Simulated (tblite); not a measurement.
Species: C4H8BNO.
Structure used (GFN2-xTB), in Å, numbered top down from 1:
```
atom  x, y, z in Å
C1     2.996    0.035   -0.379
C2     1.572   -0.214   -0.302
C3     0.390   -0.441   -0.241
B4    -1.120   -0.691   -0.166
N5    -1.601   -2.008   -0.135
O6    -2.052    0.304   -0.125
C7    -1.727    1.664   -0.173
H8     3.269    0.869    0.268
H9     3.549   -0.851   -0.066
H10    3.274    0.279   -1.405
H11   -1.011   -2.818   -0.155
H12   -2.582   -2.211   -0.090
H13   -2.245    2.178    0.642
H14   -2.066    2.085   -1.125
H15   -0.650    1.829   -0.076
```

Computed values, GFN2-xTB/tblite, gas phase, harmonic and unscaled. The method is semi-empirical: single wavenumbers can be off by several per cent or more. One conformer, not necessarily the lowest. The optimisation stopped once no atom felt more than 0.01 eV/Å.

Lowest wavenumbers of the output (negative numbers stand for imaginary wavenumbers):
```
mode    cm-1
  1     -21.8
  2      29.3
  3      76.4
  4     127.0
  5     155.0
  6     221.0
  7     285.1
  8     322.3
```

**Question.** Is this structure a minimum?

**Answer.** Not by this Hessian. 1 mode is imaginary beyond 20i (22i cm⁻¹), so at this level the point lies at or near a first-order saddle. The curvature is small, so loose convergence or finite differences may be the whole cause.

**Question.** Which atoms move in the imaginary mode?

**Answer.** 22i: H10 (methyl hydrogen) 33 %, H9 (methyl hydrogen) 32 %, H8 (methyl hydrogen) 32 %. These are shares of the mass-weighted motion.

**Question.** What is the remedy?

**Answer.** Step along that mode in both directions, optimise again with tighter thresholds and repeat the frequencies. The zero-point energy of this point (73.6 kcal/mol) counts the 38 real modes alone, and thermal corrections from it aren't those of a minimum.
